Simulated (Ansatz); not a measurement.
Relaxation of C$_{2}$H$_{6}$FInO (11 atoms, charge 0, multiplicity 1), to a largest force component of 0.015 eV/Å in at most 40 steps.

All numbers below come from RKS LDA/def2-SVP (Ansatz).

```xyz
11
Properties=species:S:1:pos:R:3:forces:R:3
C -0.736 -0.050 1.203 0.65 -0.21 -0.97
C 0.720 0.076 0.770 -0.06 0.43 0.79
O 1.436 0.980 1.569 0.08 -0.10 0.16
In 1.783 0.474 3.458 0.12 -0.06 0.02
F 1.663 -1.471 3.726 -0.06 0.19 -0.14
H -0.921 0.541 2.097 -0.13 0.49 0.60
H -0.977 -1.093 1.400 -0.35 -0.63 0.20
H -1.376 0.315 0.391 -0.54 0.15 -0.09
H 0.778 0.472 -0.251 0.04 0.10 -0.59
H 1.189 -0.922 0.774 0.23 -0.42 -0.09
H 2.270 1.493 4.711 0.03 0.05 0.11
```

Task: Where does it end, and by what steps?

Result: The run converged. After 19 steps the energy has fallen by 0.355 eV; H8 moved furthest, 1.01 Å.

```json
{"step": "0", "energy less start (eV)": "0.0000", "largest force component (eV/Å)": "0.967", "accepted": "yes"}
{"step": "1", "energy less start (eV)": "-0.0695", "largest force component (eV/Å)": "0.331", "accepted": "yes"}
{"step": "2", "energy less start (eV)": "-0.0846", "largest force component (eV/Å)": "0.065", "accepted": "yes"}
{"step": "3", "energy less start (eV)": "-0.0948", "largest force component (eV/Å)": "0.204", "accepted": "yes"}
{"step": "4", "energy less start (eV)": "-0.0943", "largest force component (eV/Å)": "0.232", "accepted": "no"}
{"step": "5", "energy less start (eV)": "-0.1024", "largest force component (eV/Å)": "0.113", "accepted": "yes"}
{"step": "6", "energy less start (eV)": "-0.1150", "largest force component (eV/Å)": "0.094", "accepted": "yes"}
{"step": "7", "energy less start (eV)": "-0.1285", "largest force component (eV/Å)": "0.252", "accepted": "yes"}
{"step": "8", "energy less start (eV)": "-0.1502", "largest force component (eV/Å)": "0.711", "accepted": "yes"}
{"step": "9", "energy less start (eV)": "-0.2502", "largest force component (eV/Å)": "0.329", "accepted": "yes"}
{"step": "10", "energy less start (eV)": "-0.3095", "largest force component (eV/Å)": "0.351", "accepted": "yes"}
{"step": "11", "energy less start (eV)": "-0.3292", "largest force component (eV/Å)": "0.356", "accepted": "yes"}
{"step": "12", "energy less start (eV)": "-0.3381", "largest force component (eV/Å)": "0.214", "accepted": "yes"}
{"step": "13", "energy less start (eV)": "-0.3505", "largest force component (eV/Å)": "0.088", "accepted": "yes"}
{"step": "14", "energy less start (eV)": "-0.3525", "largest force component (eV/Å)": "0.026", "accepted": "yes"}
{"step": "15", "energy less start (eV)": "-0.3540", "largest force component (eV/Å)": "0.049", "accepted": "yes"}
{"step": "16", "energy less start (eV)": "-0.3548", "largest force component (eV/Å)": "0.036", "accepted": "yes"}
{"step": "17", "energy less start (eV)": "-0.3552", "largest force component (eV/Å)": "0.026", "accepted": "yes"}
{"step": "18", "energy less start (eV)": "-0.3551", "largest force component (eV/Å)": "0.038", "accepted": "no"}
{"step": "19", "energy less start (eV)": "-0.3553", "largest force component (eV/Å)": "0.008", "accepted": "yes"}
```

```xyz
11
Properties=species:S:1:pos:R:3
C -0.602 -0.120 1.251
C 0.747 0.250 0.690
O 1.557 0.945 1.596
In 1.736 0.374 3.484
F 0.806 -1.343 3.742
H -1.162 0.793 1.553
H -0.463 -0.777 2.144
H -1.221 -0.672 0.511
H 0.625 0.910 -0.204
H 1.260 -0.675 0.320
H 2.544 1.130 4.763
```

The run took 32 s on 2 threads of Arm Neoverse V2 (shared host), peak memory 0.15 GiB.
